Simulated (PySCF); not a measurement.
## How methods differ on the ionisation energy of As⁺

As⁺ [Ar] 3d10 4s2 4p2 (3P) → As²⁺ [Ar] 3d10 4s2 4p1 (2P), as a difference of total energies. Calculation: PySCF 2.14, in dyall-av2z; the non-relativistic Hamiltonian (point nucleus). Correlated levels: valence: [Ar] 3d10 frozen; virtual orbitals above 40 to 60 times the deepest correlated orbital energy dropped. The calculations carry no spin-orbit coupling.

| method | ionisation energy (eV) | plus first-order spin-orbit estimate | difference from reference of that sum (eV) |
| --- | --- | --- | --- |
| UHF | 17.949 | 17.918 | -0.671 |
| LDA | 18.634 | 18.603 | +0.014 |
| PBE | 18.478 | 18.447 | -0.142 |
| PBE0 | 18.528 | 18.497 | -0.092 |
| r2SCAN | 18.690 | 18.659 | +0.070 |
| HSE06 | 18.518 | 18.487 | -0.102 |
| M06-2X | 18.307 | 18.277 | -0.312 |
| revPBE | 18.428 | 18.397 | -0.192 |
| r2SCAN0 | 18.684 | 18.653 | +0.064 |
| MP2 (valence) | 18.232 | 18.201 | -0.388 |
| SCS-MP2 (valence) | 18.161 | 18.130 | -0.459 |

Reference: 18.589 eV (measured; NIST Atomic Spectra Database, ionization energies).

A first-order spin-orbit estimate (lowest level to lowest level, LS coupling) adds -0.031 eV.

These non-relativistic numbers lack the scalar-relativistic shift.

Errors of the correlated levels include the incompleteness of this basis and the frozen core.
